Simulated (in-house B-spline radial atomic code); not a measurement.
Configurations of the arsenic ion As⁵⁺, with energies counted from [Ar] 3d10. Computed with a radial B-spline atomic code at the basis-set limit: non-relativistic wB97X, spin-polarised, spherical fractional occupations, exact exchange averaged over the configuration, point nucleus. Shells without spins written out take the highest spin.

Occupations are held fixed; configurations that lie above the ionisation limit could autoionise.

| configuration | E - E(ref) (eV) | highest orbital | its <r> (bohr) |
| --- | --- | --- | --- |
| [Ar] 3d9 4s1 | 42.827 | 4s up | 1.588 |
| [Ne] 3s2 3p5 3d10 4p1 | 149.19 | 4p up | 1.743 |
| [Ne] 3s2 3p5 3d10 4d1 | 168.99 | 4d up | 2.179 |
| [Ne] 3s2 3p5 3d10 4f1 | 184.08 | 4f up | 2.926 |

Problem. Order these further configurations by energy, lowest first.
A. [Ar] 3d9 4f1
B. [Ar] 3d9 4d1
C. [Ar] 3d9 4p1
D. [Ne] 3s2 3p5 3d10 4s1

Solution. C (55.926 eV), B (75.648 eV), A (90.713 eV), D (136.06 eV).
